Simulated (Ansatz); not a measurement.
Cl2H4OSi2, SMILES `O[SiH2][SiH](Cl)Cl` at its PBE0-D4/def2-TZVP geometry, where that method's forces vanish. Total charge 0; spin multiplicity 1.

```xyz
9

O     0.0756   -1.9980   -0.2847
Si   -0.9000   -0.6869   -0.0908
Si    0.4427    1.2339    0.0531
Cl    1.1977    1.7641   -1.7788
Cl    2.0106    0.6884    1.2835
H     0.8515   -2.0542    0.2769
H    -1.7076   -0.7556    1.1604
H    -1.8033   -0.6392   -1.2639
H    -0.1674    2.4476    0.6442
```

**Question.** What forces (eV/Å) does r2SCAN-D4/def2-TZVPP give on these atoms in Ansatz 0.2.0? (Estimate.)

**Answer.** The calculation gave: 
```
O1   0.021 -0.062 -0.033
Si2 -0.048  0.068  0.018
Si3 -0.079  0.024  0.024
Cl4  0.026  0.022 -0.077
Cl5  0.052 -0.027  0.052
H6   0.023 -0.003  0.015
H7  -0.006 -0.001 -0.017
H8   0.008 -0.011  0.022
H9   0.004 -0.010 -0.003
```
